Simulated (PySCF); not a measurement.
Working out the ionisation energy of Ar²⁺

Ar²⁺ [Ne] 3s2 3p4 (3P) → Ar³⁺ [Ne] 3s2 3p3 (4S). Calculation: PySCF 2.14, in aug-cc-pwCVTZ; the non-relativistic Hamiltonian (point nucleus). Frozen: 1s2. Energies in hartree (1 hartree = 27.21139 eV):

| part | Ar²⁺ (lower) | Ar³⁺ (upper) |
| --- | --- | --- |
| UHF | -525.309507 | -523.861705 |
| CCSD correlation | -0.436784 | -0.400307 |
| (T) | -0.006620 | -0.005545 |

Q: What does Hartree-Fock give?

A: (-523.861705) − (-525.309507) = 1.447802 hartree = 39.397 eV.

Q: What do CCSD and CCSD(T) give?

A: The CCSD correlation energies differ by 0.036477 hartree = 0.993 eV and the triples by 0.001075 hartree = 0.029 eV, so CCSD gives 40.390 eV and CCSD(T) 40.419 eV.

A first-order spin-orbit estimate adds 0.062 eV to CCSD(T) (valence and next inner shell), giving 40.481 eV against 40.735 ± 0.012 eV (semi-empirical (NIST evaluation); NIST Atomic Spectra Database, ionization energies).

What remains against the reference includes basis incompleteness, the frozen core and higher excitations.
